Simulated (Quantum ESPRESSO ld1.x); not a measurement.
Q: Species: Ce53+. Configuration: [He] 2s2 2p1. All-electron calculation, Dirac Kohn-Sham, relativistic LDA (MacDonald-Vosko exchange, VWN5 correlation), spin-unpolarised, spherical densities, point nucleus; open shells are shared between the two j in proportion to 2j + 1. Program: ld1.x of Quantum ESPRESSO 7.5. Some entries of the table are withheld. Estimate them.

| orbital | occ. | eigenvalue (eV) | <1/r> (bohr^-1) |
|---|---|---|---|
| 1s1/2 | 2 | (1) | 63.26 |
| 2s1/2 | 2 | -10861.5 | 15.74 |
| 2p1/2 | 0.333333 | (2) | (3) |
| 2p3/2 | 0.666667 | (4) | (5) |
| 3s1/2 | 0 | -4647.15 | 6.704 |
| 3p1/2 | 0 | (6) | (7) |
| 3p3/2 | 0 | (8) | (9) |

A: 
(1) 1s1/2 eigenvalue (eV): -45277.4
(2) 2p1/2 eigenvalue (eV): -10698.4
(3) 2p1/2 <1/r> (bohr^-1): 15.65
(4) 2p3/2 eigenvalue (eV): -10194.0
(5) 2p3/2 <1/r> (bohr^-1): 14.21
(6) 3p1/2 eigenvalue (eV): -4594.23
(7) 3p1/2 <1/r> (bohr^-1): 6.671
(8) 3p3/2 eigenvalue (eV): -4448.84
(9) 3p3/2 <1/r> (bohr^-1): 6.254
